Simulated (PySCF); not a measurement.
Species: C4H3Cl2NSi.
SMILES: `N#CC=C=C[SiH](Cl)Cl`

Method used: PySCF 2.14.0, density-fitted response routines, TDDFT B3LYP/def2-SVPD, vertical, gas phase, core orbitals frozen in the response. The structure is a single GFN2-xTB conformer in the gas phase; no vibrational or solvent corrections. Torsions of this conformer, `[N:1]#[C:2][CH:3]=[C:4]=[CH:5][SiH:6]([Cl:7])[Cl:8]`: C4–C5–Si6–Cl7 -13°.

Computed states:

| state | E (eV) | f |
| --- | --- | --- |
| S1 | 5.07 | 0.0010 |
| S2 | 5.67 | 0.0014 |
| S3 | 5.92 | 0.416 |
| S4 | 6.43 | 0.0007 |
| S5 | 6.75 | 0.196 |
| S6 | 6.81 | 0.028 |
| S7 | 6.83 | 0.0021 |
| S8 | 6.92 | 0.0067 |

Each state is given a Gaussian of 0.4 eV full width at half maximum, with ε(max) = 2.175×10⁸ f / Δν̃ (Δν̃ the width in cm⁻¹). The cross-section is σ = 3.8235×10⁻²¹ ε cm², given in Mb (10⁻¹⁸ cm²). The width is an assumption, not a result. The curve ends short of the highest state used, and states not computed would add to its high-energy end.

Question: Give the broadened spectrum and its maxima.

Answer: 
| λ (nm) | σ (Mb) |
| --- | --- |
| 196.2 | 9.52 |
| 198.5 | 18.63 |
| 200.8 | 36.54 |
| 203.2 | 62.37 |
| 205.5 | 87.45 |
| 207.8 | 104.17 |
| 210.1 | 106.48 |
| 212.5 | 93.54 |
| 214.8 | 72.09 |
| 217.1 | 49.07 |
| 219.4 | 29.75 |
| 221.8 | 15.76 |
| 224.1 | 7.76 |
| 226.4 | 3.51 |
| 228.8 | 1.43 |
| 231.1 | 0.60 |
| 233.4 | 0.29 |
| 235.7 | 0.21 |
| 238.1 | 0.21 |
| 240.4 | 0.24 |
| 242.7 | 0.26 |
| 245.1 | 0.27 |
| 247.4 | 0.25 |
| 249.7 | 0.22 |
| 252.0 | 0.18 |
| 254.4 | 0.14 |
| 256.7 | 0.10 |
| 259.0 | 0.07 |
| 261.4 | 0.04 |
| 263.7 | 0.03 |
| 266.0 | 0.02 |
| 268.3 | 0.01 |
| 270.7 | 0.00 |
| 273.0 | 0.00 |
| 275.3 | 0.00 |
| 277.6 | 0.00 |

Maxima: 245 nm (5.07 eV), ε about 70, made up of S1 (100%); 209 nm (5.92 eV), ε about 28000, made up of S3 (100%) (ε in L mol⁻¹ cm⁻¹; maxima over ε = 5, shares over 10%).

Question: On this curve, what absorbance would a 10⁻⁴ mol/L sample give at 248 nm over a 1 cm path?

Answer: 248 nm is 4.999 eV, where ε is about 64 L mol⁻¹ cm⁻¹, so A = ε c l ≈ 0.0064 (Beer–Lambert, with the gas-phase spectrum and the assumed width).

Question: Coming from long wavelengths, where does ε first pass 100 L mol⁻¹ cm⁻¹?

Answer: At about 232 nm (5.34 eV), 0.27 eV above S1.

Question: What would ε be at 5.92 eV, the highest of these maxima, with half the width (0.2 eV)?

Answer: About 56100 L mol⁻¹ cm⁻¹ against 28100, a factor of about 2.00; a lone state at its own centre would give exactly 2.
